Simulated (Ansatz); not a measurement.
`S[SiH2][GaH2]` + `[OH][AlH2]` → `[AlH2][O][GaH2]` + `[SiH3]S` at 600 K and 1 bar (cleavage of the Ga–Si bond).

Calculated with Ansatz (gas phase, PBE0-D4/def2-TZVP geometries, no zero-point term in ΔE). CCSD(T)/CBS adds triple-zeta CCSD(T) − MP2 to the extrapolated MP2 energy (def2 sets, frozen cores). This one scheme is used for every species. For Ga outer-core shells are correlated without core-valence functions, which leaves a few kJ/mol of doubt a bond. Scalar relativity is left out up to krypton. Each species was taken in one conformer, which may not be the lowest.

```
          species  CCSD(T)/CBS energy (Eh)  H − E (kJ/mol)  S (J/(mol·K))
  `S[SiH2][GaH2]`              -2613.80410           160.9          434.7
     `[OH][AlH2]`               -319.03157           103.2          300.4
`[AlH2][O][GaH2]`              -2243.58748           131.4          400.6
        `[SiH3]S`               -689.27336           126.3          326.2
```

H − E and S are ideal-gas, rigid-rotor, harmonic terms from PBE0-D4/def2-TZVP, for one conformer and one mirror image of each species. 1 Eh = 2625.50 kJ/mol, R = 8.31446 J/(mol·K).

By hand: ΔE, ΔH, ΔS and ΔG.

ΔE = (-2243.58748) + (-689.27336) − (-2613.80410) − (-319.03157) = -0.02517 Eh = -66.1 kJ/mol. Δ(H − E) = 131.4 + 126.3 − 160.9 − 103.2 = -6.4, so ΔH = -72.5 kJ/mol. ΔS = 400.6 + 326.2 − 434.7 − 300.4 = -8.3 J/(mol·K). ΔG = -72.5 − 600 × (-8.3)/1000 = -67.5 kJ/mol.

By hand: the equilibrium constant, and the temperature at which ΔG would vanish if ΔH and ΔS stayed fixed.

log₁₀ K = −ΔG/(RT ln 10) = 5.9. ΔG = 0 at ΔH/ΔS = 8735 K, far beyond where these terms or the molecules hold.

The number of gas molecules stays the same, so ΔS is small and ΔH decides. A doubt of 5 kJ/mol in ΔE shifts log₁₀ K by 0.4 here. Other conformers and mirror images would add mixing entropy, several J/(mol·K) or more a flexible species. Modes under 60 cm⁻¹, often nearly free rotors, make the harmonic entropy too high. These are equilibria of isolated gas molecules and say nothing of rates. Largest T1 diagnostic: 0.015 (customary marks: 0.02 for closed shells, 0.045 for open ones).
